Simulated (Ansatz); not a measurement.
Process, species as SMILES: C[C@@H]1CC[C@H](C)C1 → [CH2][C@@H]1CC[C@H](C)C1 + H atom (the C-H bond at the site shown breaks; other sites are not compared here)
Structures are relaxed separately at B3LYP-D3(BJ)/def2-TZVP in Ansatz (a first-principles code), one conformer each, not searched for the lowest. Frequencies are from Ansatz.

Property: bond dissociation energy (0 K, with B3LYP-D3(BJ) harmonic zero-point energies), in kcal/mol. Valence correlation only, unless marked. UHF or UKS for open shells. Spin-orbit coupling is left out. No relativistic terms. CBS(X,Y): correlation extrapolated as X^-3; Hartree-Fock from the larger set. [CCSD(T)-MP2]/basis is that difference in the basis named.

| level | program | bond dissociation energy (kcal/mol) |
|---|---|---|
| revPBE-D3(BJ)/def2-TZVPD | Ansatz + dftd3 | 94.2 |
| B3LYP-D4/def2-TZVPD | Ansatz + dftd4 | 97.3 |
| B3LYP/def2-TZVPD | Ansatz | 96.7 |
| PBE0-D3(BJ)/def2-TZVP | Ansatz + dftd3 | 95.9 |
| PBE0/def2-TZVP | Ansatz | 95.5 |
| wB97M-V/def2-TZVPD | Ansatz | 99.4 |
| B2GP-PLYP-D4/def2-TZVPD | Ansatz + dftd4 | 97.3 |

Task: Estimate the value at RI-MP2/CBS(cc-pVTZ,cc-pVQZ)+[CCSD(T)-MP2]/cc-pVTZ as computed with Ansatz.

Result: 100.3 kcal/mol, so B2GP-PLYP-D4/def2-TZVPD differs from it by -3.0 kcal/mol.
